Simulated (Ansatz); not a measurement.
Consider the ligand exchange at the Si–O bond: `CO[Si](O)([SiH3])Br` + HCl → `O[Si]([SiH3])(Cl)Br` + CH₃OH.

Calculated with Ansatz (gas phase, PBE0-D4/def2-TZVP geometries, no zero-point term in ΔE). CBS: MP2 limit from def2 TZ/QZ plus the TZ coupled-cluster correction, frozen cores. This one scheme is used for every species. Functionals use def2-TZVPP. B3LYP here is the variant with VWN-RPA as its local correlation; programs differ in this. For Br outer-core shells are correlated without core-valence functions, which leaves a few kJ/mol of doubt a bond. Scalar relativity is left out up to krypton. Each species was taken in one conformer, which may not be the lowest.

`CO[Si](O)([SiH3])Br`:

Z-matrix (Å, degrees):
```
C
O 1 1.412
H 1 1.095 2 111.3
H 1 1.090 2 107.9 3 119.1
H 1 1.094 2 111.0 3 -121.4
Si 2 1.629 1 126.8 3 63.2
Si 6 2.333 2 114.8 1 -68.5
O 6 1.627 2 108.3 1 170.1
Br 6 2.246 2 107.2 1 51.1
H 7 1.487 6 110.6 2 -63.9
H 7 1.488 6 108.3 2 55.5
H 7 1.485 6 109.8 2 174.7
H 8 0.960 6 118.3 2 -55.7
```

HCl:

```xyz
2

Cl    0.437   -0.119    0.451
H    -0.437    0.119   -0.451
```

`O[Si]([SiH3])(Cl)Br`:

```xyz
9

O    -1.534   -1.193   -0.099
Si   -0.543   -0.006   -0.606
Si    1.141    0.313    0.971
Cl   -1.605    1.730   -0.893
Br    0.337   -0.541   -2.579
H    -2.268   -1.457   -0.659
H     2.020    1.405    0.481
H     0.534    0.692    2.272
H     1.919   -0.943    1.114
```

CH₃OH:

```xyz
6

C     0.016   -0.220   -0.279
O    -0.539    0.380    0.868
H    -0.701   -0.963   -0.631
H     0.962   -0.735   -0.066
H     0.184    0.501   -1.089
H     0.077    1.037    1.197
```

| level | ΔE (kcal/mol) | difference from CCSD(T)/CBS |
| --- | --- | --- |
| PBE0-D4 | 0.9 | -1.7 |
| B3LYP-D4 | 2.8 | 0.2 |
| ωB97M-V | 2.3 | -0.3 |
| B2PLYP | 2.5 | -0.1 |
| PBE | -0.1 | -2.7 |
| HF/def2-TZVPP | 3.1 | 0.5 |
| MP2/def2-TZVPP | 2.7 | 0.1 |
| SCS-MP2/def2-TZVPP | 3.1 | 0.5 |
| CCSD/def2-TZVPP | 3.8 | 1.2 |
| CCSD(T)/def2-TZVPP | 3.7 | 1.1 |
| HF/def2-QZVPP | 3.3 | 0.7 |
| MP2/def2-QZVPP | 2.2 | -0.4 |
| SCS-MP2/def2-QZVPP | 2.6 | 0.0 |
| HF/CBS(def2) | 3.3 | 0.7 |
| MP2/CBS(def2) | 1.6 | -1.0 |
| CCSD/CBS(def2) | 2.6 | 0.0 |
| CCSD(T)/CBS | 2.6 | 0 |

Largest T1 diagnostic among the species: 0.011.

The D4 term adds +0.9 kcal/mol with B3LYP and +0.6 kcal/mol with PBE0; it sums over pairs of atoms, weighted by their polarisabilities, and B3LYP, whose exchange is more repulsive, gets the larger term.
